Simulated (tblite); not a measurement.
Compound: C4H10AsOSi (doublet state).
Atom-mapped SMILES: `[CH2:1][C:2](=[O:3])[CH2:4][AsH:5][SiH2:6][CH3:7]` (hydrogens: H8, H9 on C1; H10, H11 on C4; H12 on As5; H13, H14 on Si6; H15, H16, H17 on C7)
Bond orders are those of one Lewis drawing.

Computed with GFN2-xTB (tblite), gas phase: L-BFGS steps from a force-field or distance-geometry start until the largest atomic force falls under 0.01 eV/Å.

Step 39: E = -591.3462 eV
```
atom  x, y, z in Å  |  force x, y, z in eV/Å
C1     -2.7253    1.1877    0.8553    0.173  -0.047  -0.070
C2     -2.7868    0.0689    0.0013   -0.155   0.078  -0.051
O3     -3.7847   -0.2923   -0.6250    0.125   0.085   0.057
C4     -1.4738   -0.6879   -0.1171    0.054  -0.182   0.152
As5    -0.1029    0.6610   -0.6065   -0.091  -0.121   0.030
Si6     1.7041   -0.7045    0.0472   -0.071   0.057  -0.319
C7      3.2636    0.3734   -0.0609    0.137   0.028   0.031
H8     -3.6056    1.7578    1.0920    0.006  -0.017   0.007
H9     -1.8110    1.3558    1.4113   -0.197   0.078   0.110
H10    -1.5979   -1.4878   -0.8526    0.140   0.040   0.091
H11    -1.2100   -1.1285    0.8565   -0.092   0.051  -0.209
H12     0.0468    0.2131   -2.0314   -0.071   0.080  -0.066
H13     1.7968   -1.8532   -0.8661    0.072  -0.086   0.001
H14     1.5155   -1.2441    1.3964   -0.002  -0.011   0.159
H15     3.2359    1.0880   -0.8839   -0.099  -0.098   0.035
H16     4.1537   -0.2359   -0.1870    0.005   0.023   0.047
H17     3.3746    0.9404    0.8593    0.065   0.043  -0.005
```

Step 40: E = -591.3553 eV
```
atom  x, y, z in Å  |  force x, y, z in eV/Å
C1     -2.7202    1.1770    0.8521    0.196   0.145   0.075
C2     -2.7843    0.0669   -0.0078   -0.021   0.106   0.017
O3     -3.7788   -0.2821   -0.6387   -0.068  -0.015  -0.091
C4     -1.4733   -0.6912   -0.1140    0.060   0.007   0.098
As5    -0.1073    0.6596   -0.5977   -0.050  -0.117  -0.034
Si6     1.7097   -0.7070    0.0364   -0.089   0.087  -0.257
C7      3.2708    0.3778   -0.0644   -0.004  -0.077   0.084
H8     -3.5939    1.7529    1.0930   -0.080  -0.004  -0.016
H9     -1.8148    1.3495    1.4219   -0.165   0.013   0.074
H10    -1.5824   -1.4929   -0.8391    0.093  -0.117  -0.061
H11    -1.2245   -1.1144    0.8606    0.007  -0.079   0.030
H12     0.0185    0.2217   -2.0294   -0.048   0.097  -0.049
H13     1.8056   -1.8635   -0.8691    0.069  -0.055   0.024
H14     1.5018   -1.2277    1.3953    0.031  -0.007   0.082
H15     3.2439    1.0892   -0.8902   -0.059  -0.105   0.072
H16     4.1531   -0.2443   -0.1821    0.033   0.094   0.042
H17     3.3690    0.9405    0.8621    0.095   0.026  -0.090
```

Step 41: E = -591.3616 eV
```
atom  x, y, z in Å  |  force x, y, z in eV/Å
C1     -2.7173    1.1708    0.8551    0.063   0.108   0.007
C2     -2.7815    0.0702   -0.0193   -0.051   0.033  -0.001
O3     -3.7680   -0.2695   -0.6711    0.092   0.062   0.017
C4     -1.4684   -0.6933   -0.1059   -0.011   0.002   0.032
As5    -0.1162    0.6617   -0.6048   -0.027  -0.073  -0.041
Si6     1.7038   -0.6983    0.0261   -0.047   0.040  -0.119
C7      3.2758    0.3768   -0.0643   -0.076  -0.104   0.052
H8     -3.5931    1.7413    1.1027   -0.083   0.002  -0.033
H9     -1.8213    1.3362    1.4382   -0.102  -0.009   0.075
H10    -1.5657   -1.5111   -0.8180    0.076  -0.055   0.000
H11    -1.2215   -1.0906    0.8795    0.004  -0.104   0.028
H12     0.0040    0.2234   -2.0367   -0.054   0.090  -0.050
H13     1.7946   -1.8576   -0.8772    0.075  -0.047   0.031
H14     1.4898   -1.2191    1.3929    0.050   0.035  -0.041
H15     3.2561    1.0837   -0.8954   -0.035  -0.121   0.101
H16     4.1523   -0.2559   -0.1734    0.024   0.124   0.043
H17     3.3697    0.9433    0.8605    0.101   0.015  -0.103
```

Task: Estimate the geometry and energy of step 42. (The exact step hangs on the optimiser's Hessian estimate; all steps are aligned on step 41, rigid shifts and turns removed.)

Result: E = -591.3674 eV, largest force 0.185 eV/Å
```
atom  x, y, z in Å  |  force x, y, z in eV/Å
C1     -2.7123    1.1761    0.8493   -0.028   0.099   0.050
C2     -2.7785    0.0753   -0.0244    0.028  -0.032   0.012
O3     -3.7608   -0.2631   -0.6810    0.062   0.072   0.000
C4     -1.4660   -0.6960   -0.1015   -0.043   0.042  -0.020
As5    -0.1223    0.6578   -0.6099    0.001   0.015  -0.015
Si6     1.7002   -0.6933    0.0179   -0.013  -0.046   0.043
C7      3.2778    0.3747   -0.0627   -0.126  -0.098   0.025
H8     -3.5961    1.7310    1.1068   -0.073   0.021  -0.059
H9     -1.8304    1.3347    1.4544   -0.052  -0.028   0.044
H10    -1.5553   -1.5177   -0.8104    0.035  -0.054   0.015
H11    -1.2230   -1.0843    0.8864    0.019  -0.122   0.066
H12    -0.0027    0.2255   -2.0421   -0.064   0.068  -0.065
H13     1.7921   -1.8569   -0.8801    0.076  -0.043   0.026
H14     1.4878   -1.2167    1.3930    0.057   0.078  -0.158
H15     3.2570    1.0778   -0.8956   -0.012  -0.087   0.071
H16     4.1533   -0.2578   -0.1697    0.042   0.095   0.038
H17     3.3723    0.9449    0.8585    0.089   0.019  -0.073
```

The energy changes by -0.0058 eV. The first-order estimate −F·Δx gives -0.0085 eV and the mean of the old and new forces, exact on a quadratic surface, -0.0058 eV. The step makes an angle of 62° with the force vector and moves no atom by more than 0.019 Å.

What follows is the cost of the whole relaxation. Hardware: one thread of an Arm Neoverse V1, shared host. Cost: 1.3 s of wall time.
